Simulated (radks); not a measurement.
The numbers below are computed, except where a source is named.
The ytterbium ion Yb+ inside a hard spherical wall (all orbitals vanish at R), configuration held at [Xe] 4f14 6s1 and not refilled when levels cross. Level of theory: scalar-relativistic Kohn-Sham, PBE, spin-polarised, spherical densities, point nucleus; open shells are filled with parallel spins first (spin-orbit coupling, left out, can overturn this in heavy ions) (a radial shooting solver on a logarithmic mesh with Libxc functionals). Eigenvalues in eV for spin up, with the zero of energy where the potential of the charges vanishes at infinity; a dash marks a level that is unbound or too diffuse for the functional's potential to be trusted. A positive occupied level is held by the wall or, in an anion where self-interaction has pushed it up, behind a barrier. The pressure on the wall is -dE/dV.

R (bohr)  E (hartree)  kinetic (hartree)    e(5s)    e(5p)   e(4f)   e(6s)  e(5d, empty)  e(6p, empty)  pressure (GPa)
free      -14059.5719          15323.897  -61.735  -34.257  -9.727  -9.627        -6.719        -5.816               0
12        -14059.5719          15323.897  -61.734  -34.256  -9.726  -9.626        -6.718        -5.807        0.000251
8         -14059.5693          15323.922  -61.618  -34.143  -9.612  -9.500        -6.589        -5.363           0.118
5         -14059.4790          15324.381  -60.253  -32.856  -8.206  -6.559        -4.731         0.279            10.4
4         -14059.2445          15325.401  -58.373  -31.100  -6.092  -0.340        -1.657         9.922            64.9
3.5       -14058.9014          15326.900  -56.306  -29.078  -3.631   7.416         1.871        20.807             195
3         -14058.0532          15330.582  -52.251  -24.810   1.355  23.472         8.888        41.673             694
2         -14047.6517          15370.565  -20.026   13.305  37.388  150.10        63.184        187.73           16800
